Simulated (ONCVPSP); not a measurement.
Ba (Z = 56) ONCV: all-electron and pseudo phase curves

```json
{
 "Element": "barium",
 "Generator": "ONCVPSP 4.0.1",
 "Type": "optimised norm-conserving Vanderbilt (ONCV)",
 "Functional": "PBE",
 "Relativity": "fully relativistic",
 "Frozen core": "[Kr] 4d10",
 "Valence charge": "10",
 "Reference configuration": "5s2 5p6 6s2",
 "Partial waves": "5s+6s: rc 2.90 bohr, ncon 4, nbas 8, qcut 3.6 1/bohr, 2 projectors; 5p: rc 2.80 bohr, ncon 4, nbas 7, qcut 4.8 1/bohr, 1 projector; d scattering state at 0.31 Ha: rc 2.70 bohr, ncon 4, nbas 8, qcut 3.3 1/bohr, 3 projectors, debl 3 Ha",
 "Local potential": "polynomial inside 2.45 bohr (lpopt 5, dvloc0 0 Ha)",
 "Core correction": "none"
}
```

Open shells are filled in proportion to 2j + 1.

In the d channel the program set the typed energies aside and used 0.050, 3.050, 6.050 Ha (j = l + 1/2; the other j can differ).

The phase is arctan(r·R′/R) of the radial function R(r), unwrapped; energies in Ha, scanned from -3 to 5 Ha. A pole is an energy at which the radial function vanishes at the test radius. The pseudo phase is shifted by a multiple of π to meet the all-electron one at the reference energy, and phase errors are pseudo minus all-electron; the curves can meet again beyond the range given. Levels narrower than the energy grid can be missing from the lists of poles.

| channel | radius (bohr) | reference energy (Ha) | poles, all-electron | poles, pseudo | unbroken range about the reference energy with phases within 0.05 rad | phase error 1 Ha above the reference energy (rad) |
| --- | --- | --- | --- | --- | --- | --- |
| s | 2.94 | -0.12 | -1.15, 1.79 | -1.15, 1.67, 3.21 | below 2.1 | -0.004 |
| p3/2 | 2.84 | -0.66 | -0.42, 2.78 | -0.43, 2.13 | below 0.4 | -0.044 |
| p1/2 | 2.84 | -0.74 | -0.54, 2.61 | -0.54, 2.11 | below 0.3 | -0.031 |
| d5/2 | 2.74 | 0.05 | 0.70, 4.30 | 0.70, 4.30 | the whole range | -0.000 |
| d3/2 | 2.74 | 0.05 | 0.67, 4.25 | 0.67, 4.25 | the whole range | -0.001 |

Phases in the p3/2 channel:

```csv
E (Ha),all-electron,pseudo
-2.98,1.382,1.382
-2.76,1.371,1.371
-2.54,1.357,1.357
-2.32,1.341,1.340
-2.10,1.319,1.319
-1.88,1.290,1.290
-1.66,1.248,1.247
-1.44,1.178,1.177
-1.22,1.036,1.034
-1.00,0.571,0.567
-0.78,-0.907,-0.908
-0.56,-1.450,-1.450
-0.34,-1.624,-1.626
-0.12,-1.732,-1.737
0.10,-1.836,-1.850
0.32,-1.979,-2.019
0.54,-2.248,-2.392
0.76,-2.899,-3.335
0.98,-3.804,-4.109
1.20,-4.232,-4.391
1.42,-4.415,-4.522
1.64,-4.514,-4.601
1.86,-4.576,-4.656
2.08,-4.620,-4.703
2.30,-4.654,-4.747
2.52,-4.683,-4.797
2.74,-4.708,-4.867
2.96,-4.731,-4.994
3.18,-4.755,-5.375
3.40,-4.780,-6.834
3.62,-4.810,-7.472
3.84,-4.846,-7.637
4.06,-4.897,-7.712
4.28,-4.979,-7.757
4.50,-5.140,-7.788
4.72,-5.585,-7.812
4.94,-6.729,-7.833
```
